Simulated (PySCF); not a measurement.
## PBE beside CCSD(T) along the fifth-period p block: bonds to C

PBE and CCSD(T) in PySCF with x2c-SVPall on every atom, spin-free X2C, for the lowest determinant that a PBE0 search found; no spin–orbit coupling.

| molecule | state (unpaired electrons) | PBE Re (Å) | PBE ωe (cm⁻¹) | PBE De (eV) | CCSD(T) Re (Å) | CCSD(T) ωe (cm⁻¹) | CCSD(T) De (eV) |
| --- | --- | --- | --- | --- | --- | --- | --- |
| InC | quartet (σ ↑, π ↑↑) | 2.217 | 467 | 3.23 | 2.217 | 490 | 2.58 |
| SnC | triplet (σ ↑, π ↑) | 2.023 | 672 | 3.64 | 2.038 | 658 | 2.77 |
| TeC | singlet (closed shell) | 1.911 | 854 | 5.39 | 1.916 | 840 | 4.43 |
| CI | doublet (π ↑) | 2.052 | 626 | 3.49 | ? | ? | ? |

**Question.** Estimate the CCSD(T) values of CI by adding the mean shift from PBE to CCSD(T) of the other rows, and compare with the calculation.

**Answer.** The mean shifts are +0.7 pm, -2 cm⁻¹ and -0.83 eV, which give 2.059 Å, 624 cm⁻¹ and 2.66 eV. CCSD(T)/x2c-SVPall gives Re = 2.061 Å, ωe = 612 cm⁻¹, De = 2.45 eV.

**Question.** What are the mean differences of PBE from CCSD(T) over the whole series?

**Answer.** Re -0.7 pm, ωe +5 cm⁻¹, De +0.88 eV.

In a basis of this size CCSD(T) is itself not converged; it tends to give bonds that are too long and too weak.

Correlated steps freeze 19 core orbitals. UHF and ROHF references stand side by side, which adds small steps between rows. Correlated levels converge slowly with the basis: in double zeta they bind strong bonds too weakly, by up to about 1 eV, and carry superposition errors of some tenths. These are scalar-relativistic numbers at best; spin–orbit coupling would shift them, the dissociation energy most. Where the molecule has an RHF reference, its open-shell atoms are computed with UHF. The CCSD T1 diagnostic is raised in SnC, TeC, a sign that a single reference may not be enough there. States were picked by a PBE0 search and need not be the measured ground states.
